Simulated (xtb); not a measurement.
xtb input file for C₅H₅Cl, SMILES CC#C/C=C\Cl, GFN2-xTB. 

```
$ xtb mol.xyz --gfn 2 --sp --chrg 0 --uhf 0 --json
$ cat mol.xyz
11

C     -3.08525096     0.46960869     0.63124603
C     -1.73751656    -0.04277336     0.69249250
C     -0.61621257    -0.47688403     0.74927092
C      0.69868347    -0.97339638     0.80286069
C      1.68525772    -0.57497698     0.00191502
Cl     1.47303120     0.61662989    -1.21927907
H     -3.30655454     1.04309352     1.53161556
H     -3.19915125     1.11694290    -0.23798498
H     -3.79490974    -0.35459401     0.55650695
H      0.90260171    -1.72832061     1.55110765
H      2.68671687    -0.96929761     0.05978800
```

Program output:

```
[banner left out]
          |                Calculation Setup                |
           -------------------------------------------------



           -------------------------------------------------
          |                 G F N 2 - x T B                 |
           -------------------------------------------------

        Reference                      10.1021/acs.jctc.8b01176
      * Hamiltonian:
        H0-scaling (s, p, d)           1.850000    2.230000    2.230000
        zeta-weighting                 0.500000
      * Dispersion:
        s8                             2.700000
        a1                             0.520000
        a2                             5.000000
        s9                             5.000000
      * Repulsion:
        kExp                           1.500000    1.000000
        rExp                           1.000000
      * Coulomb:
        alpha                          2.000000
        third order                    shell-resolved
        anisotropic                    true
        a3                             3.000000
        a5                             4.000000
        cn-shift                       1.200000
        cn-exp                         4.000000
        max-rad                        5.000000


          ...................................................
          :                      SETUP                      :
          :.................................................:
          :  # basis functions                  35          :
          :  # atomic orbitals                  34          :
          :  # shells                           18          :
          :  # electrons                        32          :
          :  max. iterations                   250          :
          :  Hamiltonian                  GFN2-xTB          :
          :  restarted?                      false          :
          :  GBSA solvation                  false          :
          :  PC potential                    false          :
          :  electronic temp.          300.0000000     K    :
          :  accuracy                    1.0000000          :
          :  -> integral cutoff          0.2500000E+02      :
          :  -> integral neglect         0.1000000E-07      :
          :  -> SCF convergence          0.1000000E-05 Eh   :
          :  -> wf. convergence          0.1000000E-03 e    :
          :  Broyden damping             0.4000000          :
          :  net charge                          0          :
          :  unpaired electrons                  0          :
          ...................................................

 iter      E             dE          RMSdq      gap      omega  full diag
   1    -18.0008852 -0.180009E+02  0.600E+00    3.93       0.0  T
   2    -18.0135007 -0.126156E-01  0.363E+00    3.66       1.0  T
   3    -17.9797125  0.337883E-01  0.206E+00    3.85       1.0  T
   4    -18.0200186 -0.403061E-01  0.359E-01    3.70       1.0  T
   5    -18.0207676 -0.749045E-03  0.195E-01    3.68       1.0  T
   6    -18.0211183 -0.350712E-03  0.705E-02    3.69       1.0  T
   7    -18.0211348 -0.164664E-04  0.428E-02    3.69       1.0  T
   8    -18.0211395 -0.468794E-05  0.242E-02    3.69       1.2  T
   9    -18.0211420 -0.251883E-05  0.975E-03    3.69       3.1  T
  10    -18.0211424 -0.419735E-06  0.482E-03    3.69       6.3  T
  11    -18.0211425 -0.808166E-07  0.219E-03    3.69      13.8  T
  12    -18.0211425 -0.115303E-07  0.167E-03    3.69      18.0  T
  13    -18.0211425 -0.138351E-07  0.474E-04    3.69      63.6  T
  14    -18.0211425 -0.854971E-09  0.749E-05    3.69     402.6  T

   *** convergence criteria satisfied after 14 iterations ***

         #    Occupation            Energy/Eh            Energy/eV
      -------------------------------------------------------------
         1        2.0000           -1.0512991             -28.6073
       ...           ...                  ...                  ...
        10        2.0000           -0.4903070             -13.3419
        11        2.0000           -0.4751799             -12.9303
        12        2.0000           -0.4636595             -12.6168
        13        2.0000           -0.4294829             -11.6868
        14        2.0000           -0.4138709             -11.2620
        15        2.0000           -0.4016628             -10.9298
        16        2.0000           -0.3807563             -10.3609 (HOMO)
        17                         -0.2450886              -6.6692 (LUMO)
        18                         -0.1528596              -4.1595
        19                         -0.1267111              -3.4480
        20                         -0.0992494              -2.7007
        21                          0.0197973               0.5387
       ...                                ...                  ...
        34                          1.4243496              38.7585
      -------------------------------------------------------------
                  HL-Gap            0.1356678 Eh            3.6917 eV
             Fermi-level           -0.3129224 Eh           -8.5151 eV

 SCC (total)                   0 d,  0 h,  0 min,  0.021 sec
 SCC setup                      ...        0 min,  0.000 sec (  0.591%)
 Dispersion                     ...        0 min,  0.000 sec (  0.341%)
 classical contributions        ...        0 min,  0.000 sec (  0.110%)
 integral evaluation            ...        0 min,  0.002 sec ( 11.140%)
 iterations                     ...        0 min,  0.014 sec ( 68.160%)
 molecular gradient             ...        0 min,  0.004 sec ( 18.882%)
 printout                       ...        0 min,  0.000 sec (  0.686%)

         :::::::::::::::::::::::::::::::::::::::::::::::::::::
         ::                     SUMMARY                     ::
         :::::::::::::::::::::::::::::::::::::::::::::::::::::
         :: total energy             -17.716480865746 Eh    ::
         :: gradient norm              0.000267309530 Eh/a0 ::
         :: HOMO-LUMO gap              3.691708140051 eV    ::
         ::.................................................::
         :: SCC energy               -18.021139954044 Eh    ::
         :: -> isotropic ES            0.005614470032 Eh    ::
         :: -> anisotropic ES         -0.000734115583 Eh    ::
         :: -> anisotropic XC          0.011813981216 Eh    ::
         :: -> dispersion             -0.006565179624 Eh    ::
         :: repulsion energy           0.304659088298 Eh    ::
         :: add. restraining           0.000000000000 Eh    ::
         :: total charge              -0.000000000000 e     ::
         :::::::::::::::::::::::::::::::::::::::::::::::::::::

           -------------------------------------------------
          |                Property Printout                |
           -------------------------------------------------

    * Orbital Energies and Occupations

         #    Occupation            Energy/Eh            Energy/eV
      -------------------------------------------------------------
         1        2.0000           -1.0512991             -28.6073
       ...           ...                  ...                  ...
         4        2.0000           -0.6041328             -16.4393
         5        2.0000           -0.5741182             -15.6226
         6        2.0000           -0.5348633             -14.5544
         7        2.0000           -0.5183148             -14.1041
         8        2.0000           -0.4967465             -13.5172
         9        2.0000           -0.4952091             -13.4753
        10        2.0000           -0.4903070             -13.3419
        11        2.0000           -0.4751799             -12.9303
        12        2.0000           -0.4636595             -12.6168
        13        2.0000           -0.4294829             -11.6868
        14        2.0000           -0.4138709             -11.2620
        15        2.0000           -0.4016628             -10.9298
        16        2.0000           -0.3807563             -10.3609 (HOMO)
        17                         -0.2450886              -6.6692 (LUMO)
        18                         -0.1528596              -4.1595
        19                         -0.1267111              -3.4480
        20                         -0.0992494              -2.7007
        21                          0.0197973               0.5387
        22                          0.0251201               0.6836
        23                          0.0251320               0.6839
        24                          0.0366601               0.9976
        25                          0.0578251               1.5735
        26                          0.1453563               3.9553
        27                          0.1658013               4.5117
       ...                                ...                  ...
        34                          1.4243496              38.7585
      -------------------------------------------------------------
                  HL-Gap            0.1356678 Eh            3.6917 eV
             Fermi-level           -0.3129224 Eh           -8.5151 eV

     #   Z          covCN         q      C6AA      α(0)
     1   6 C        3.753    -0.087    22.223     6.722
     2   6 C        1.961    -0.030    31.878     9.118
     3   6 C        1.974    -0.041    32.160     9.158
     4   6 C        2.929    -0.017    28.436     8.745
     5   6 C        2.810     0.046    26.965     8.508
     6  17 Cl       0.933    -0.166   104.343    15.627
     7   1 H        0.925     0.059     2.206     2.323
     8   1 H        0.925     0.059     2.207     2.323
     9   1 H        0.925     0.058     2.217     2.328
    10   1 H        0.925     0.060     2.195     2.317
    11   1 H        0.926     0.058     2.220     2.330

 Mol. C6AA /au·bohr⁶  :       1951.147030
 Mol. C8AA /au·bohr⁸  :      54980.289845
 Mol. α(0) /au        :         69.499298


Wiberg/Mayer (AO) data.
largest (>0.10) Wiberg bond orders for each atom

 ---------------------------------------------------------------------------
     #   Z sym  total        # sym  WBO       # sym  WBO       # sym  WBO
 ---------------------------------------------------------------------------
     1   6 C    3.996 --     2 C    1.075     8 H    0.963     9 H    0.961
                             7 H    0.960
     2   6 C    3.978 --     3 C    2.713     1 C    1.075     5 C    0.125
     3   6 C    3.981 --     2 C    2.713     4 C    1.143
     4   6 C    3.991 --     5 C    1.796     3 C    1.143    10 H    0.943
     5   6 C    3.901 --     4 C    1.796     6 Cl   0.998    11 H    0.967
                             2 C    0.125
     6  17 Cl   1.137 --     5 C    0.998
     7   1 H    0.990 --     1 C    0.960
     8   1 H    0.996 --     1 C    0.963
     9   1 H    0.992 --     1 C    0.961
    10   1 H    0.996 --     4 C    0.943
    11   1 H    0.996 --     5 C    0.967
 ---------------------------------------------------------------------------

Topologies differ in total number of bonds
Writing topology from bond orders to xtbtopo.mol

molecular dipole:
                 x           y           z       tot (Debye)
 q only:       -0.435      -0.350       0.545
   full:       -0.465      -0.251       0.449       1.761
molecular quadrupole (traceless):
                xx          xy          yy          xz          yz          zz
 q only:        4.501      -3.509      -1.416       1.222       0.161      -3.086
  q+dip:        7.435      -5.001      -2.773       0.799      -0.604      -4.661
   full:        5.085      -3.975      -1.702       1.122      -0.481      -3.383


           -------------------------------------------------
          | TOTAL ENERGY              -17.716480865746 Eh   |
          | GRADIENT NORM               0.000267309530 Eh/α |
Note: The following floating-point exceptions are signalling: IEEE_UNDERFLOW_FLAG IEEE_DENORMAL
normal termination of xtb
          | HOMO-LUMO GAP               3.691708140051 eV   |
           -------------------------------------------------

------------------------------------------------------------------------
------------------------------------------------------------------------
 total:
 SCF:
```

Self-consistency was reached.
